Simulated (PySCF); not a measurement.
Steps of a relaxation of [Ta3]−

[Ta3]− (triplet). PySCF 2.14.0, UKS TPSS, Ta def2-SVP with ECP60; non-relativistic Hamiltonian with scalar-relativistic core potentials where named; density fitting; no spin-orbit coupling. Origin of the start: template. Columns: position (Å) and force (eV/Å). Energies are counted from the last step; some of the 7 steps are shown. Forces carry noise of the integration grid, about 0.01 to 0.03 eV/Å.

Run from Python with OMP_NUM_THREADS=2. Where DIIS fails, smearing, a level shift and second-order steps follow.
It took 2.2 min on 2 threads of Arm Neoverse V1, with other jobs on the host, from the converged density of the start.

```xyz
3
step 0  E = 0.060 eV
Ta    1.4713    0.0000    0.0000    -1.40   -0.01    0.00
Ta   -0.7357    1.2742    0.0000     0.69   -1.18    0.00
Ta   -0.7357   -1.2742    0.0000     0.71    1.19    0.00
```

```xyz
3
step 2  E = -0.023 eV
Ta    1.4304    0.0000    0.0000     0.12    0.02    0.00
Ta   -0.7152    1.2388    0.0000    -0.04    0.08    0.00
Ta   -0.7152   -1.2388    0.0000    -0.07   -0.10    0.00
```

```xyz
3
step 4  E = 0.000 eV
Ta    1.4332    0.0000    0.0000     0.56   -1.10    0.00
Ta   -0.7166    1.2412    0.0000    -1.23   -0.06    0.00
Ta   -0.7166   -1.2412    0.0000     0.68    1.16    0.00
```

Problem. Where does the relaxation end?

Solution. It converges at step 6 in D3h:
```xyz
3
step 6  E = 0
Ta    1.4311    0.0000    0.0000
Ta   -0.7156    1.2394    0.0000
Ta   -0.7156   -1.2394    0.0000
```

No frequency check is given that shows the relaxed geometry to be a minimum. The relaxed state is spin-contaminated (spin squared 2.91 against 2.00). Open shells may have lower solutions than the one found.
